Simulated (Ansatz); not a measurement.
`BO[Si](C)(F)S` + `CC#CS` → `C[Si](C)(F)S` + `BOC#CS`  (formal exchange of groups at the Si–O bond)

Program: Ansatz. Geometries: PBE0-D4/def2-TZVP. ΔE: electronic, gas phase. CBS: MP2 limit from def2 TZ/QZ plus the TZ coupled-cluster correction, frozen cores. DFT in def2-TZVPP. One conformer a species, not always the lowest.

```csv
level,ΔE (kcal/mol)
ωB97M-V,45.3
MP2/def2-TZVPP,47.6
```

Q: What does CCSD(T)/CBS give? (Estimate.)

A: Ansatz gave: +46.8 kcal/mol. The listed levels differ from it by -1.5, 0.8 kcal/mol.

Largest T1 diagnostic among the species: 0.015.

In def2-TZVPP, CCSD(T) changes the Hartree–Fock value by −2.5 kcal/mol (the triples alone add −0.5 kcal/mol) and MP2 by −1.3 kcal/mol. From PBE to PBE0 (25 % exact exchange), in def2-TZVPP and without D4, ΔE moves by +2.2 kcal/mol.
